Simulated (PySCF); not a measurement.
An unknown shows these calculated signals:

$^{1}$H NMR (400 MHz, computed): δ 4.84 (s, 1H), 3.79 (s, 6H), 2.73 (s, 3H), -0.05 (br s, 1H).

$^{13}$C{$^{1}$H} NMR (computed): δ 50.7 (CH3), 29.0 (CH3).

Calculated, not measured (PySCF 2.14): PBE0/pcSseg-1 with gauge-including orbitals, geometry: GFN2-xTB. Rapidly exchanging positions averaged, no solvent, one conformer, non-relativistic.

Scale: $^{1}$H and $^{13}$C against TMS (reference shieldings calculated alike).

Question: Which of these does the molecule contain: a methoxy group, an NH or NH2 group, an N-methyl group, a vinyl group CH=CH2, an OH group, a Si–H bond?

Answer: 
- A methoxy group: no.
- An NH or NH2 group: yes (δH -0.05 (br s)).
- An N-methyl group: yes (δC 29.0; δH 2.73 (s)).
- A vinyl group CH=CH2: no.
- An OH group: no.
- A Si–H bond: yes (δH 4.84 (s)).

The data belong to SMILES CN[SiH](OC)OC, C3H11NO2Si; they needn't prove each group on their own.

Carbon signals by region: 1 at 50–100 ppm, 1 below 50 ppm.

The OH or NH signal is concentration- and solvent-dependent in practice; the value given is the gas-phase one. Shifts are as computed. Against solution values, carbons near 30 ppm lie about +3 ppm off and those near 130 ppm about +5 ppm. Of 1211 compounds with measured shifts, 218 miss one by over three times the rms of a fit or turn the order of signals round; such compounds aren't used in these exercises. No couplings were computed; multiplicities are counted from neighbouring protons, with m where these are inequivalent, close in shift, in a saturated or five-membered ring or joined by F or P, and br s for small geminal =CH2 splittings.
